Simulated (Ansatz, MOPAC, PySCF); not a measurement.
Lewis adduct: AlH3 (SMILES [AlH3]) (first 4 atoms) with CHN (SMILES C#N); geometry from B3LYP-D3(BJ)/def2-TZVP, rigid monomers moved along the line of their centres of mass till Al1···N6 is 2.37 Å.
(charge 0, multiplicity 1):
```
atom    x (Å)    y (Å)    z (Å)
----  -------  -------  -------
Al    -0.1616   0.3641   0.2628
H      1.2536   0.8243  -0.2996
H     -1.2365   1.4889   0.5949
H     -0.6908  -1.0821  -0.1362
C      0.8286  -0.3567   3.5550
N      0.5068  -0.1242   2.4862
H      1.1301  -0.5741   4.5560
```

Counterpoise-corrected where a basis set is named; no monomer relaxation. Rows marked so take none.

Rows in 6-311+G** carry no dispersion term and start afresh at each structure. The state that PM3 reach isn't checked.

Programs: Ansatz (an electronic-structure program) with Gaussian orbitals; MOPAC for PM3 (differences of heats of formation); PySCF for 6-311+G** rows. 

### Question
One of these levels gives -15.82 kcal/mol for the interaction energy. Which one is it?
A) PM3
B) B3LYP/6-311+G** (no counterpoise)
C) r2SCAN/def2-TZVPPD

### Answer
B, B3LYP/6-311+G** (no counterpoise). The others give -37.10 (PM3), -18.71 (r2SCAN/def2-TZVPPD)
